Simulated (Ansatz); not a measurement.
C₂H₉NSSi (`CNCS[SiH3]`) at its PBE0-D4/def2-TZVP geometry, where that method's forces vanish. The species carries charge 0 and has multiplicity 1.

| atom | x (Å) | y (Å) | z (Å) |
| --- | --- | --- | --- |
| C1 | -0.0136 | -2.2457 | -0.7927 |
| N2 | -0.5745 | -0.9939 | -1.2526 |
| C3 | -0.5844 | 0.0586 | -0.3087 |
| S4 | 1.1367 | 0.6041 | 0.2253 |
| Si5 | 0.5968 | 2.2884 | 1.3899 |
| H6 | -0.5847 | -2.6000 | 0.0693 |
| H7 | 1.0410 | -2.1762 | -0.4922 |
| H8 | -0.1029 | -2.9934 | -1.5820 |
| H9 | -0.1568 | -0.6993 | -2.1250 |
| H10 | -1.0792 | 0.9347 | -0.7285 |
| H11 | -1.1108 | -0.2585 | 0.5934 |
| H12 | -0.2343 | 1.9001 | 2.5624 |
| H13 | -0.1892 | 3.2636 | 0.5842 |
| H14 | 1.8560 | 2.9175 | 1.8571 |

(1) For each bond, give half the difference of the two atoms' forces along it (eV/Å; positive pushes the atoms apart) under PBE-D4, r2SCAN-D4, B3LYP-D4, ωB97M-V in def2-TZVPP. (Best estimate.)

## Answers

(1) Ansatz gave: 
```tsv
bond	length (Å)	PBE-D4	r2SCAN-D4	B3LYP-D4	ωB97M-V
C1–N2	1.447	0.10	0.19	0.23	0.21
C1–H6	1.093	0.10	-0.05	-0.08	-0.09
C1–H7	1.099	0.11	-0.04	-0.07	-0.11
C1–H8	1.091	0.07	-0.06	-0.10	-0.09
N2–C3	1.414	0.00	0.04	0.15	0.31
N2–H9	1.011	0.24	-0.01	-0.09	-0.15
C3–S4	1.883	0.28	0.28	0.25	-0.06
C3–H10	1.090	0.07	-0.08	-0.16	-0.12
C3–H11	1.092	0.09	-0.07	-0.14	-0.12
S4–Si5	2.118	0.06	-0.01	0.17	0.15
Si5–H12	1.489	0.08	-0.01	-0.09	-0.13
Si5–H13	1.489	0.09	-0.01	-0.08	-0.13
Si5–H14	1.483	0.08	-0.03	-0.10	-0.12
```

B3LYP here is the variant with VWN-RPA as its local correlation; programs differ in this.
